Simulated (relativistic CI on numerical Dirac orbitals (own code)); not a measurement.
Method of calculation: Dirac-Coulomb-Breit CI, separate exchange-only KLI orbitals for each configuration, model QED (radiative potential, 1s self-energy scaled to tabulated hydrogen-like ionisation energies), unscaled Slater integrals (own radial code, finite nucleus).

The strongest absorption lines from the ground level of an ion, among the configurations computed and to levels below about 794 eV (vacuum wavelength in nm, gf): 2.1296 (0.072), 2.1478 (0.049), 2.9880 (0.18), 3.0552 (0.14), 16.464 (0.94), 22.500 (0.34).

Q: Which ion is it?
A. I XXV
B. Sb XXIII
C. Cs XXIX
D. Cs XXVII

A: D. Cs XXVII has 29 electrons and the ground level 3d10.4s 2S_1/2; the strongest line goes to 3d10.4p 2P°_3/2. The pattern of lines fixes the number of electrons, and along that sequence the line energies rise steadily with the charge (about as its square where n changes within one kind of shell, about linearly where n is kept but much faster in heavy ions where fine structure, which grows about as Z⁴, sets the gap, and irregularly where shells cross), which fixes Z. Configurations outside the model, such as inner-shell arrays, can give stronger lines. At this charge energies of transitions that change n are usually good to better than 1 %, and those within a shell (Δn = 0) to a few per cent.

LS names give the leading component of a level, which can be under half, so a name can repeat, a term be missing and a line seem to break the LS rules.
